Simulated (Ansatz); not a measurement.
```xyz
2

Ti   -0.0046   -0.0161   -0.3765
O     0.0244    0.0213    1.2029
```

Basis set: aug-cc-pVDZ (spherical functions). Correlated methods keep 6 orbitals frozen. Charge 0, multiplicity 3.

Computed with Ansatz (development build ahead of 0.2.0); each method stands on the lowest determinant of its kind that the runs found.

Q: Give the atomization energy at this shape (free ground-state atoms in the same class of orbitals less the molecule, no zero-point energy) of triplet TiO by UHF-MP2, UHF.

A:

```json
{"method": "UHF-MP2", "atomization energy": "7.55 eV"}
{"method": "UHF", "atomization energy": "2.50 eV"}
```
